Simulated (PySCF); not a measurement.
**Shapes and spin states of OsCl2**

All numbers come from PySCF, B3LYP, basis Os def2-SVP with ECP60, Cl def2-SVP (scalar-relativistic core potentials, no spin–orbit coupling, density fitting).

Relaxations began from a few typed shapes and spin states; open shells are unrestricted. The search is not exhaustive: other isomers or separated fragments can lie lower, and high-lying points may rest on an excited occupation.

(1) Order these stationary points by electronic energy, lowest first, in kJ/mol from the lowest minimum.
A. singlet (closed shell, unstable to spin polarisation) C2v: Os–Cl 2.166 Å (×2); Cl–Os–Cl 165.5°
B. triplet (⟨S²⟩ 2.58) D∞h: Os–Cl 2.234 Å (×2); Cl–Os–Cl 180.0°
C. quintet D∞h: Os–Cl 2.263 Å (×2); Cl–Os–Cl 180.0°
D. triplet (⟨S²⟩ 2.56) D∞h: Os–Cl 2.229 Å (×2); Cl–Os–Cl 180.0°
E. triplet C2v: Os–Cl 2.205 Å (×2); Cl–Os–Cl 144.3°
F. singlet (closed shell, unstable to spin polarisation) D∞h: Os–Cl 2.189 Å (×2); Cl–Os–Cl 180.0°
G. broken-symmetry Ms = 0 (⟨S²⟩ 1.61) D∞h: Os–Cl 2.219 Å (×2); Cl–Os–Cl 180.0°

(2) Which of them are minima?

Results:

(1) C (0.0), D (52.5), B (57.0), E (62.4), G (69.7), F (141.6), A (154.1).

(2) By energy in kJ/mol, 0.0: minimum; 52.5: not settled, its softest mode being under 30 cm⁻¹; 57.0: not settled, its softest mode being under 30 cm⁻¹; 62.4: minimum; 69.7: minimum; 141.6: not settled, its softest mode being under 30 cm⁻¹; 154.1: minimum of the closed-shell surface only.

Formally Os is in oxidation state +2, d6, with 4 unpaired electrons (the high-spin count). The Mulliken spin on Os is 3.52. The polar-tensor charge on Os, 0.91, is far below the formal one.

For the lowest minimum: other spin states or occupations of the open shell can lie lower. Spin–orbit coupling, left out here, can matter for elements this heavy.

The electron or spin density has lower symmetry than the nuclear frame for the triplet (⟨S²⟩ 2.56) D∞h at 52.5 kJ/mol, triplet (⟨S²⟩ 2.58) D∞h at 57.0 kJ/mol, broken-symmetry Ms = 0 (⟨S²⟩ 1.61) D∞h at 69.7 kJ/mol, singlet (closed shell, unstable to spin polarisation) D∞h at 141.6 kJ/mol.
